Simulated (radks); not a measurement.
Results of a calculation; reference values are marked as such.
Question: Radial electron density D(r) = 4 pi r^2 rho(r) of an atom or ion with 1 electrons. Level of theory: non-relativistic Kohn-Sham, PBE, spin-polarised, spherical densities, point nucleus (a radial shooting solver on a logarithmic mesh with Libxc functionals).

r (bohr)  D(r) (e/bohr)
0.03858          0.1288
0.04179          0.1482
0.04491          0.1679
0.04865          0.1926
0.05228          0.2176
0.05664          0.2487
0.06086          0.2799
0.06593          0.3185
0.07085          0.3570
0.07676          0.4042
0.08249          0.4508
0.08864          0.5015
0.09603          0.5627
0.1032           0.6221
0.1118           0.6929
0.1201           0.7606
0.1301           0.8399
0.1399           0.9144
0.1515           0.9997
0.1628            1.078
0.1764            1.165
0.1895            1.242
0.2053            1.324
0.2207            1.394
0.239             1.463
0.2569            1.517
0.2783            1.564
0.2991            1.593
0.324             1.608
0.3482            1.605
0.3771            1.581
0.4053            1.542
0.4356            1.484
0.4718            1.401
0.5071            1.310
0.5493            1.194
0.5903            1.080
0.6395           0.9452
0.6872           0.8219
0.7444           0.6870
0.8              0.5713
0.8667           0.4527
0.9314           0.3576
1.009            0.2665
1.084            0.1983
1.175            0.1376
1.262           0.09552
1.367           0.06094
1.469           0.03898
1.592           0.02254
1.711           0.01310
1.853          0.006757
1.991          0.003515

What is the nuclear charge?

Answer: Z = 3. The innermost maximum, from 1s, lies near 1/Z = 0.333 bohr (found: 0.332), and its height grows with Z. The density is that of the lithium ion Li2+ in 1s1; the configuration itself is not fixed sharply by these data. D(r) has 1 maximum, at r = 0.332 bohr.
